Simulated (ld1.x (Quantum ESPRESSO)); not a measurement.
Cd (Z = 48): PAW pseudisation with PBE, fully relativistic reference atom.

| Property | Result |
| --- | --- |
| Element | Cd (Z = 48) |
| Generator | ld1.x (Quantum ESPRESSO) 7.5 |
| Type | PAW |
| Functional | PBE |
| Relativity | fully relativistic |
| Frozen core | [Ar] 3d10 |
| Valence charge | 20 |
| Reference configuration | 4s2 4p6 4d10 5s2 5p0 |
| Partial waves | 4s (bound): rcut 1.25, rcutus 1.45 bohr; 5s (bound): rcut 1.25, rcutus 1.45 bohr; 4p (bound): rcut 1.30, rcutus 1.35 bohr; 5p (bound, empty): rcut 1.30, rcutus 1.35 bohr; 4d (bound): rcut 1.15, rcutus 1.50 bohr; 4d channel at 1.5 Ry: rcut 1.15, rcutus 1.50 bohr |
| Local potential | all-electron potential smoothed inside 1.15 bohr (lloc = -1) |
| Core correction | Bessel-smoothed model core inside 1.35 bohr |
| Augmentation charge | BESSEL, radius 0.95 bohr |

Open shells are filled in proportion to 2j + 1 (rel_dist='average').

Poles of the logarithmic derivatives, all-electron (AE) and pseudo (PS). s: poles at -7.3 (AE) and -7.3 (PS) Ry. p1/2: poles at -4.5 (AE) and -4.5 (PS) Ry. p3/2: poles at -4.0 (AE) and -4.0 (PS) Ry. d3/2: poles at 0.8 (AE) and 0.8 (PS) Ry. d5/2: poles at 0.9 (AE) and 0.9 (PS) Ry. Test radius 1.65 bohr.

- Largest excitation error: -0.9 meV (all-electron minus pseudo) for 4s2 4p6 4d9 5s2 5p1, out of 7 test configurations

The ghost test of this file was not conclusive.
